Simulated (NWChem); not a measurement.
**Ionisation of C$_{3}$H$_{8}$N**

```xyz
12

C      1.8444     0.5405     0.1567
N      0.4787     0.4287     0.3739
C     -0.3499    -0.3336    -0.5418
C     -1.7484    -0.5613     0.0211
H      2.3520    -0.3524    -0.2201
H      2.3938     1.2004     0.8327
H      0.0338     1.2791     0.7104
H     -0.4185     0.1527    -1.5390
H      0.1482    -1.3042    -0.7119
H     -1.7040    -1.0927     0.9847
H     -2.3599    -1.1535    -0.6773
H     -2.2727     0.3958     0.1865
```
Charge 0, spin multiplicity 2.

The numbers come from NWChem runs, not from measurements. All single points use one geometry, from UB3LYP/def2-SVP, a minimum by its harmonic frequencies. It is one conformer; others weren't searched.

Basis set: def2-TZVP. −ε marks an orbital energy of the parent.

B3LYP has NWChem's definition, with VWN1-RPA local correlation. The structure started from a generated list of species. No SCF solution was tested for a lower state. Open-shell Hartree-Fock references start from PBE0 orbitals.

Q: Order these methods by the first vertical ionisation energy they give, lowest first: −ε(alpha HOMO) of B3LYP, −ε(alpha HOMO) of HF, −ε(alpha HOMO) of LC-wPBE (omega 0.3 per bohr), G0W0@PBE0.

A: −ε(alpha HOMO) of B3LYP (3.98 eV), G0W0@PBE0 (6.21 eV), −ε(alpha HOMO) of LC-wPBE (omega 0.3 per bohr) (6.42 eV), −ε(alpha HOMO) of HF (7.72 eV)
